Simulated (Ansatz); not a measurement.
The cation of CH₄BBrS, SMILES `CB(S)Br` at the neutral geometry.

```yaml
crystal:
  periodic: [false, false, false]
  atoms:
    - {symbol: C, position_ang: [-0.183623, 0.895414, 0.018844]}
    - {symbol: B, position_ang: [-0.020778, -0.588784, -0.418960]}
    - {symbol: S, position_ang: [0.672648, -1.908166, 0.563058]}
    - {symbol: Br, position_ang: [-0.604622, -1.119794, -2.180391]}
    - {symbol: H, position_ang: [0.173902, 1.101330, 1.028923]}
    - {symbol: H, position_ang: [0.350088, 1.548351, -0.679213]}
    - {symbol: H, position_ang: [-1.237067, 1.186694, -0.043671]}
    - {symbol: H, position_ang: [0.941652, -1.172146, 1.655608]}
basis:
  gaussian: {orbitals: def2-TZVPP}
total_charge: 1
magnetization: {spin_polarized: true, initial_magnetization: 1}
hamiltonian: {xc: {name: B3LYP}, dispersion: d4}
```

```sh
$ ansatz run in.yaml --threads 2 --pin off --events-out ev --progress --plain --max-ram 32768MiB --backend cpu
```

It prints (some lines left out):

```
Functional definition: B3LYP
1294 factors; their error is unknown
mean field evaluation 1: about -82641.1721 eV, gradient 5.3e1 eV
mean field evaluation 2: about -82613.7917 eV, gradient 7.9e1 eV
mean field evaluation 4: about -82653.8252 eV, gradient 1.0e1 eV
mean field evaluation 8: about -82654.4827 eV, gradient 3.5e-1 eV
mean field evaluation 16: about -82654.8301 eV, gradient 7.9e-4 eV
mean field evaluation 32: about -82654.8301 eV, gradient 7.8e-6 eV
mean field -82654.83009692 eV, -3037.5089806057 hartree, gradient 7.9e-6 eV, S^2 0.762284; 3 other end points of the search recorded, 0 dependent functions left out
reference -82654.83034173 eV, -3037.5089896024 hartree; 33, 32 occupied and 175, 176 virtual orbitals, 1294 factors
Total energy: -82655.11683103 eV, -3037.5195178898 hartree
```

Hardware: 2 threads of an AMD EPYC 7R13 on a shared host. Wall time 44 s, peak host memory 1.1 GiB.
